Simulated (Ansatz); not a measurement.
Cartesian coordinates in Å:
```
N 0.833 0.819 1.254
Al 0.061 0.175 -0.194
N -0.871 -1.327 -0.146
O 0.260 1.069 -1.623
H 0.808 0.405 2.169
H 1.370 1.670 1.266
H -1.017 -1.888 0.677
H -1.334 -1.748 -0.934
H -0.110 0.826 -2.468
```

Total charge 0; spin multiplicity 1.

List the PBE/def2-TZVPP orbital energies in eV (Ansatz 0.2.0). (Estimate.)

Computed: Occupied: -1505.64, -509.35, -379.42, -379.32, -105.97, -68.03, -67.89, -67.85, -23.74, -20.24, -20.01, -12.01, -11.53, -11.26, -10.11, -8.97, -7.46, -7.23, -5.94, -5.45. Lowest empty: -0.74, 0.67, 0.82, 0.92, 1.82, 2.05, 2.60, 3.19.
